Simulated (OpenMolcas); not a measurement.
# W3+: effect of the basis set

```json
{
  "Program": "OpenMolcas",
  "Method": "CASSCF",
  "Active space": "3 electrons in 10 orbitals (5d 6d)",
  "State averaging": "2S+1 = 4 even, 10 roots; 2S+1 = 2 even, 40 roots",
  "Spin-orbit coupling": "state interaction with AMFI integrals over the reference wave functions, term energies averaged over their components"
}
```

A. ANO-R2 [8s6p5d3f2g], X2C, finite nucleus; cost roughly 21 core-seconds
B. ANO-RCC-VTZP [8s7p5d3f2g1h], DKH2, point nucleus; cost roughly 20 core-seconds
C. ANO-RCC-VQZP [9s8p6d4f3g2h], DKH2, point nucleus; cost roughly 27 core-seconds

Energies in cm-1 above 5d3 4F 3/2, the measured ground level; measured values from the list in J. Phys. B 45, 035001 (2012).

```tsv
Level	A	B	C	Measured
5d3 4F 3/2	0.0	0.0	0.0	0.0
5d3 4F 5/2	3552	3392	3429	3537
5d3 4F 7/2	7024	6766	6818	6745
5d3 4F 9/2	9995	9717	9765	9256
5d3 4P 3/2 [55 %]	13311	13413	13357	10221
5d3 4P 1/2	14656	14677	14652	11773
5d3 2G 7/2	17786	17719	17689	15261
5d3 2H 9/2 [55 %]	18354	18289	18251	16205
5d3 4P 5/2	19629	19469	19484	17190
5d3 2P 1/2	23536	23421	23410	18365
5d3 2H 11/2	25083	24969	24951	22223
5d3 2G 9/2 [53 %]	27191	26898	26933	
5d3 2D 5/2(1)	27504	27374	27352	22766
5d3 2P 3/2 [59 %]	31033	30751	30775	25168
5d3 2F 7/2	34607	34655	34580	28412
5d3 2F 5/2	34688	34791	34690	27938
5d3 2D 5/2(2)	51681	51855	51611	43287
5d3 2D 3/2(2)	51736	51973	51715	43742
```

Deviations, from unrounded energies. A percentage is the sum of absolute deviations over the sum of measured energies, with the sign that they share, or ± where signs differ.

```tsv
Against measurement	Levels	A	B	C
mean absolute deviation (cm-1)	16	3900	3800	3800
fine structure of the ground term (%)	3	+5.3	±3.2	±3.5
other terms of the ground configuration (%)	13	+20.2	+20.1	+19.8
```

A, B, C lie about equally close to measurement. The largest miss of C in the table is 5d3 2D 5/2(2), by +8300 cm-1. The ranking rests on the paired levels alone, and a cruder setting can come out closer through cancelling errors.

Among A to C the level of the table that moves most is 5d3 2G 9/2 [53 %], by 290 cm-1 (lowest in B, highest in A).

Without dynamic correlation excited terms often stand tens of per cent too high (terms of higher spin than the ground term too low), and those without a measured partner can miss by more than the paired ones. Some levels mix across a computed gap that differs much from the measured one, so their mixing is not that of the real levels. Active for correlation alone: 6d; no level in the range computed is led by a configuration that fills it, so any true level of that kind is missing. Computed and measured levels are paired by configuration, term and J; levels that our copy of the source lacks, or whose pairing is in doubt (as where it misses far off the trend of its configuration), stay unpaired and out of the deviations. Levels of configurations outside the active space are missing. The table leaves out levels that lie high or whose names do not pair safely across all columns.

A share in square brackets marks a mixed level and gives the weight of the term that names it, the lowest over the columns. A number in round brackets counts repeated terms of one configuration in the order of the reference energies.
